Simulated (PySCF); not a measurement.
Molfile (atoms numbered from 1):
```
C5H5F3
     RDKit          3D

 13 12  0  0  0  0  0  0  0  0999 V2000
    2.6062    0.4228    0.9237 C   0  0  0  0  0  0  0  0  0  0  0  0
    1.3411    0.1351    0.2705 C   0  0  0  0  0  0  0  0  0  0  0  0
    0.2814   -0.0997   -0.2656 C   0  0  0  0  0  0  0  0  0  0  0  0
   -0.9922   -0.3800   -0.9084 C   0  0  0  0  0  0  0  0  0  0  0  0
   -2.1862   -0.1546   -0.0028 C   0  0  0  0  0  0  0  0  0  0  0  0
   -3.3174   -0.4245   -0.6636 F   0  0  0  0  0  0  0  0  0  0  0  0
   -2.2562    1.1078    0.4181 F   0  0  0  0  0  0  0  0  0  0  0  0
   -2.1493   -0.9413    1.0725 F   0  0  0  0  0  0  0  0  0  0  0  0
    2.4750    0.4976    2.0144 H   0  0  0  0  0  0  0  0  0  0  0  0
    3.0294    1.3753    0.5687 H   0  0  0  0  0  0  0  0  0  0  0  0
    3.3443   -0.3701    0.7271 H   0  0  0  0  0  0  0  0  0  0  0  0
   -1.1366    0.2581   -1.7951 H   0  0  0  0  0  0  0  0  0  0  0  0
   -1.0420   -1.4255   -1.2529 H   0  0  0  0  0  0  0  0  0  0  0  0
  1  2  1  0
  2  3  3  0
  3  4  1  0
  4  5  1  0
  5  6  1  0
  5  7  1  0
  5  8  1  0
  1  9  1  0
  1 10  1  0
  1 11  1  0
  4 12  1  0
  4 13  1  0
M  END
```

How the numbers were obtained: geometry: PBE0-D3(BJ)/def2-SVP, shieldings: GIAO PBE0/pcSseg-1, in PySCF 2.14.0 with density-fitted response routines (equivalent nuclei averaged, isolated molecule, non-relativistic, single conformer).

δ = σ(ref) − σ, references computed at the same level: $^{13}$C (σ = 184.41 ppm) against TMS.

**Question.** Do the $^{13}$C shifts follow the atomic charges (in e)? Tabulate both.

**Answer.** 
| atoms | hybridisation | δ (ppm) | σ para (ppm) | Hirshfeld | IAO | Mulliken | ESP-fitted |
| --- | --- | --- | --- | --- | --- | --- | --- |
| C5 | sp3 | 129.6 | -190 | +0.26 | +0.82 | +0.78 | +0.61 |
| C2 | sp | 86.8 | -167 | -0.04 | -0.03 | -0.22 | +0.08 |
| C3 | sp | 73.9 | -154 | -0.08 | -0.09 | -0.08 | -0.17 |
| C4 | sp3 | 28.3 | -95 | -0.08 | -0.32 | -0.28 | -0.39 |
| C1 | sp3 | 4.6 | -73 | -0.09 | -0.43 | -0.22 | -0.48 |

Correlation coefficients of δ with charge over these carbons: Hirshfeld +0.80, IAO +0.92, Mulliken +0.78, ESP-fitted +0.96; with the paramagnetic shielding -0.99. With so few points, grouped by hybridisation, these coefficients are fragile. Charge is one influence among several: hybridisation and low-lying excitations act through the paramagnetic term.

Shifts are as computed. Against solution values, carbons near 30 ppm lie about +2 ppm off and those near 130 ppm about +5 ppm. Of 1211 compounds with measured shifts, 218 miss one by over three times the rms of a fit or turn the order of signals round; such compounds aren't used in these exercises.
